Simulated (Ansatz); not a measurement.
```yaml
crystal:
  periodic: [false, false, false]
  atoms:
    - {symbol: C, position_ang: [-0.755869, 1.211478, -0.199216]}
    - {symbol: Si, position_ang: [0.170350, 0.363404, 1.177887]}
    - {symbol: Ga, position_ang: [2.051052, -2.066419, -0.986163]}
    - {symbol: O, position_ang: [0.299620, -1.731336, -1.382215]}
    - {symbol: H, position_ang: [-0.237614, 2.119113, -0.516416]}
    - {symbol: H, position_ang: [-1.761848, 1.488695, 0.123757]}
    - {symbol: H, position_ang: [-0.828518, 0.528876, -1.047715]}
    - {symbol: H, position_ang: [-0.531547, -0.851841, 1.665958]}
    - {symbol: H, position_ang: [0.373022, 1.278407, 2.336945]}
    - {symbol: H, position_ang: [1.535648, -0.053579, 0.724518]}
    - {symbol: H, position_ang: [-0.248894, -2.343697, -1.876738]}
basis:
  gaussian: {orbitals: def2-SVP, fitting: {mean_field: cc-pVTZ-jkfit}, point_charges: [{charge: 1.00, position_ang: [5.986, -0.061, -0.362]}]}
total_charge: -1
magnetization: {spin_polarized: true, initial_magnetization: 1}
hamiltonian: {xc: {name: HF}}
correlation: {method: mp2, frozen_orbitals: {C: 0}}
output: {forces: true}
```

```sh
$ ansatz run in.yaml --threads 4 --pin off --events-out ev --progress --plain --max-ram 10444MiB
```

Output, abridged:

```
Functional definition: HF
Error: "frozen_orbitals" has no count for Si
```

(1) Something in this input is off. What?

Results:

(1) Frozen orbitals are typed for one element alone, and the program wants a count for each. The program refused the input.
